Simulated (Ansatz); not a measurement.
System: ZnF₂, net charge 0, singlet state. SMILES: [Zn]([F])[F]
Geometry: optimised at B3LYP-D3(BJ)/def2-TZVP (Ansatz, an electronic-structure program).

Quantity: vertical ionisation energy (to the doublet state of charge +1; each state is the SCF solution reached for its spin), in eV. Correlated levels leave the core frozen unless marked. Open shells are spin-unrestricted. No spin-orbit coupling. Frozen are the shells of the preceding noble gas and the d and f shells that filled before the atom's block. Non-relativistic. 

```
level                program  vertical ionisation energy (eV)
-------------------  -------  -------------------------------
SVWN5/def2-TZVPD      Ansatz                            13.08
PBE/def2-TZVPD        Ansatz                            12.69
r2SCAN/def2-TZVPD     Ansatz                            12.83
B3LYP/def2-TZVPD      Ansatz                            13.26
PBE0/def2-TZVPD       Ansatz                            13.22
wB97M-V/def2-TZVPD    Ansatz                            13.69
CCSD/def2-SVPD        Ansatz                            13.94
CCSD(T)/def2-SVPD     Ansatz                            13.94
CCSD(T)/def2-TZVPPD   Ansatz                            13.98
```
